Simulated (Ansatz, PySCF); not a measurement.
System: difluoro(fluorosilyl)silane, Si2H3F3 (charge 0, singlet). SMILES: F[SiH2][SiH](F)F
Geometry from a B3LYP-D3(BJ)/def2-TZVP (Ansatz, an electronic-structure program) optimisation:
```
Si
F 1 1.5979
F 1 1.6002 2 107.34
H 1 1.4757 2 107.51 3 115.67
Si 1 2.3559 4 116.60 2 -123.62
F 5 1.6107 1 108.26 4 55.01
H 5 1.4790 6 108.57 1 -120.90
H 5 1.4800 7 110.01 6 118.13
```

Wanted: vertical triplet-singlet gap, E(triplet) - E(singlet), in eV. Conventions: each state is the SCF solution reached for its charge and spin; valence correlation only; no dispersion term unless named; six Cartesian d functions in 6-31G* and its kin unless marked 5d; open shells spin-unrestricted; spin-orbit terms left out; non-relativistic. CBS(X,Y): correlation extrapolated as X^-3; Hartree-Fock from the larger set. [CCSD(T)-MP2]/basis is that difference in the basis named. Ab initio and DFT rows: single points at B3LYP-D3(BJ) geometries (Ansatz). Levels can end on unlike triplets.

| species | coefficient | E at M06-2X/6-31G* (5d) (PySCF), Eh | E at B3LYP/def2-TZVPD (Ansatz), Eh |
|---|---|---|---|
| charge 0, triplet | +1 | -880.06859 | -880.51429 |
| charge 0, singlet | -1 | -880.28493 | -880.70737 |

Coupled cluster (Ansatz) is a level with limits of its own, used here on species with T1 under 0.025 (0.045 for open shells) and stable references: RI-MP2/CBS(aug-cc-pV(T+d)Z,aug-cc-pV(Q+d)Z)+[CCSD(T)-MP2]/aug-cc-pV(T+d)Z. Value to compare with, RI-MP2/CBS(aug-cc-pV(T+d)Z,aug-cc-pV(Q+d)Z)+[CCSD(T)-MP2]/aug-cc-pV(T+d)Z (Ansatz): 5.60 eV. 1 Eh = 27.2114 eV.

### Question
Work the quantity out at each level, and compare with RI-MP2/CBS(aug-cc-pV(T+d)Z,aug-cc-pV(Q+d)Z)+[CCSD(T)-MP2]/aug-cc-pV(T+d)Z (Ansatz).

### Answer

- M06-2X/6-31G* (5d): the sum of coefficient times E is 0.21634 Eh, or 5.887 eV. Result: 5.89 eV. Its difference against RI-MP2/CBS(aug-cc-pV(T+d)Z,aug-cc-pV(Q+d)Z)+[CCSD(T)-MP2]/aug-cc-pV(T+d)Z (Ansatz) is 0.29 eV.
- B3LYP/def2-TZVPD: the sum of coefficient times E is 0.19308 Eh, or 5.254 eV. Result: 5.25 eV. Its difference against RI-MP2/CBS(aug-cc-pV(T+d)Z,aug-cc-pV(Q+d)Z)+[CCSD(T)-MP2]/aug-cc-pV(T+d)Z (Ansatz) is -0.35 eV.
